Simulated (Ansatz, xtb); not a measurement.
# Two isomers of C6H9BSi

We compare I, `[SiH3]B1C=CC=CC=C1`, a singlet, with II, `Bc1ccccc1[SiH3]`, a singlet. Both are isolated molecules in the gas phase, relaxed with B3LYP-D3(BJ)/def2-SVP; the shapes shown needn't be the lowest conformers.

I (Å):

```yaml
atoms:
  - { symbol: C, position_ang: [0.7772, 1.1174, 1.2816] }
  - { symbol: C, position_ang: [0.8722, 0.3735, 2.4402] }
  - { symbol: C, position_ang: [0.8303, -1.0374, 2.6098] }
  - { symbol: C, position_ang: [0.6896, -2.0384, 1.6717] }
  - { symbol: C, position_ang: [0.5456, -1.9533, 0.2599] }
  - { symbol: C, position_ang: [0.5034, -0.8352, -0.5479] }
  - { symbol: B, position_ang: [0.5964, 0.6417, -0.1606] }
  - { symbol: Si, position_ang: [0.4485, 2.0345, -1.6322] }
  - { symbol: H, position_ang: [-0.9868, 2.3675, -1.9233] }
  - { symbol: H, position_ang: [1.0363, 1.5690, -2.9311] }
  - { symbol: H, position_ang: [1.1145, 3.3305, -1.2786] }
  - { symbol: H, position_ang: [0.8463, 2.1993, 1.4566] }
  - { symbol: H, position_ang: [0.9990, 0.9263, 3.3798] }
  - { symbol: H, position_ang: [0.9264, -1.3782, 3.6459] }
  - { symbol: H, position_ang: [0.6904, -3.0575, 2.0723] }
  - { symbol: H, position_ang: [0.4576, -2.9297, -0.2333] }
  - { symbol: H, position_ang: [0.3875, -1.0771, -1.6129] }
```

II (Å):

```xyz
17

C     0.8371    0.4786   -0.2369
C     1.6242    1.5400    0.2636
C     1.9170    1.6599    1.6222
C     1.4199    0.7071    2.5136
C     0.6367   -0.3562    2.0465
C     0.3343   -0.4898    0.6842
B     0.5533    0.4079   -1.7489
Si   -0.7310   -1.9566    0.1368
H     0.9996    1.2507   -2.4890
H    -0.1132   -0.4808   -2.2198
H     2.0102    2.2830   -0.4392
H     2.5281    2.4892    1.9861
H     1.6412    0.7885    3.5812
H     0.2598   -1.0892    2.7648
H    -2.0042   -1.5140   -0.4990
H    -1.0607   -2.7381    1.3654
H    -0.0059   -2.8487   -0.8117
```

Quicker runs give these differences E(II) − E(I): GFN2-xTB −137.0 kJ/mol; HF/STO-3G −111.9 kJ/mol (at GFN2-xTB geometries); r2SCAN-D4/def2-SVP −40.6 kJ/mol (at GFN2-xTB geometries).

Estimate E(II) − E(I) at the level CCSD(T)/def2-SVP + ΔMP2/def2-TZVPP.

Calculated at CCSD(T)/def2-SVP + ΔMP2/def2-TZVPP: E(II) − E(I) = −56.5 kJ/mol, so structure II lies lower.

How the difference moves with the method:

```json
{"level": "GFN2-xTB", "geometry": "GFN2-xTB", "E(II) − E(I) (kJ/mol)": "−137.0", "departure from the last row (kJ/mol)": "−80.4", "job, with rough time for the two": "optimisation, 0.24 s"}
{"level": "HF/STO-3G", "geometry": "GFN2-xTB", "E(II) − E(I) (kJ/mol)": "−111.9", "departure from the last row (kJ/mol)": "−55.3", "job, with rough time for the two": "single point, 0.5 s"}
{"level": "r2SCAN-D4/def2-SVP", "geometry": "GFN2-xTB", "E(II) − E(I) (kJ/mol)": "−40.6", "departure from the last row (kJ/mol)": "+15.9", "job, with rough time for the two": "single point, 4.9 s"}
{"level": "B3LYP-D3(BJ)/def2-SVP", "geometry": "B3LYP-D3(BJ)/def2-SVP", "E(II) − E(I) (kJ/mol)": "−43.0", "departure from the last row (kJ/mol)": "+13.6", "job, with rough time for the two": "optimisation, 40 s"}
{"level": "HF/def2-SVP", "geometry": "B3LYP-D3(BJ)/def2-SVP", "E(II) − E(I) (kJ/mol)": "−73.7", "departure from the last row (kJ/mol)": "−17.2", "job, with rough time for the two": "part of the CCSD(T) run"}
{"level": "MP2/def2-SVP", "geometry": "B3LYP-D3(BJ)/def2-SVP", "E(II) − E(I) (kJ/mol)": "−60.4", "departure from the last row (kJ/mol)": "−3.9", "job, with rough time for the two": "part of the CCSD(T) run"}
{"level": "CCSD(T)/def2-SVP", "geometry": "B3LYP-D3(BJ)/def2-SVP", "E(II) − E(I) (kJ/mol)": "−47.6", "departure from the last row (kJ/mol)": "+8.9", "job, with rough time for the two": "single point"}
{"level": "CCSD(T)/def2-SVP + ΔMP2/def2-TZVPP", "geometry": "B3LYP-D3(BJ)/def2-SVP", "E(II) − E(I) (kJ/mol)": "−56.5", "departure from the last row (kJ/mol)": "", "job, with rough time for the two": "single point, 2.2 min"}
```

As drawn, II has 6 C∷C, 1 C–Si, 2 B–H in place of 1 B–Si, 1 C–B, 3 C=C, 2 C–C, 2 C–H (∷ is an aromatic bond). Structure I has a 7-membered ring, II a 6-membered ring (with an aromatic ring).

The levels shown agree on the order. The largest departure from CCSD(T)/def2-SVP + ΔMP2/def2-TZVPP is that of GFN2-xTB, 80.4 kJ/mol. The last row adds to CCSD(T) the change of the MP2 difference between the two basis sets, here −8.9 kJ/mol.

With thermal terms from frequencies at re-optimised GFN2-xTB minima (ideal gas, soft modes damped towards free rotors, one conformer each, 298.15 K, 1 atm): on the last row, ΔE + ΔZPE = −63.9, ΔH = −64.4, ΔG = −61.4 kJ/mol.

The correlated steps freeze 12 core orbitals. Programs: Ansatz 0.2.0, xtb 6.7.1; the last row on 4 threads of Arm Neoverse V1 on a shared host.
